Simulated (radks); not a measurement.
The numbers below are computed, except where a source is named.
Problem. Radial electron density D(r) = 4 pi r^2 rho(r) of an atom or ion with 63 electrons. Level of theory: scalar-relativistic Kohn-Sham, SCAN, spin-polarised, spherical densities, finite nucleus; meta-GGA in the generalised Kohn-Sham scheme; Fermi nuclear charge, rms radius of each element as measured or else 0.836 A^(1/3) + 0.57 fm (a radial shooting solver on a logarithmic mesh with Libxc functionals).

r (bohr)  D(r) (e/bohr)  spin D(r)
0.003305          24.14    0.00131
0.004552          36.40    0.00192
0.006268          51.74    0.00260
0.008564          67.55    0.00310
0.01179           80.13    0.00305
0.01624           83.82    0.00207
0.02219           78.49   0.000570
0.03056           74.06   0.000222
0.04208           85.19    0.00287
0.05749           106.2    0.00538
0.07917           108.0    0.00312
0.109             87.02     0.0297
0.1489            87.59      0.220
0.2051            96.91      0.904
0.2825            62.15       2.57
0.3859            39.72       5.24
0.5314            47.74       7.26
0.726             32.75       6.72
0.9998            15.40       4.65
1.377             9.805       2.24
1.881             4.941      0.804
2.59              1.549      0.565
3.567            0.7205      0.630
4.873            0.4614      0.459
6.711            0.1758      0.176
9.242           0.03124     0.0312
12.63          0.002360    0.00236

What is the nuclear charge?

Solution. Z = 63. The innermost maximum, from 1s, lies near gamma/Z bohr with gamma = sqrt(1 - (Z/c)^2) = 0.888, here 0.0141 bohr (found: 0.0155), and its height grows with Z. The density is that of neutral europium in [Xe] 4f6.5 5d0.5 6s1 6p1; the configuration itself is not fixed sharply by these data, and Z only to a few units. D(r) has 4 maxima, at r = 0.0155, 0.0691, 0.192, 0.531 bohr, and minima at 0.0296, 0.126, 0.380 bohr, inside which lie 1.94, 11.11, 29.24 electrons.
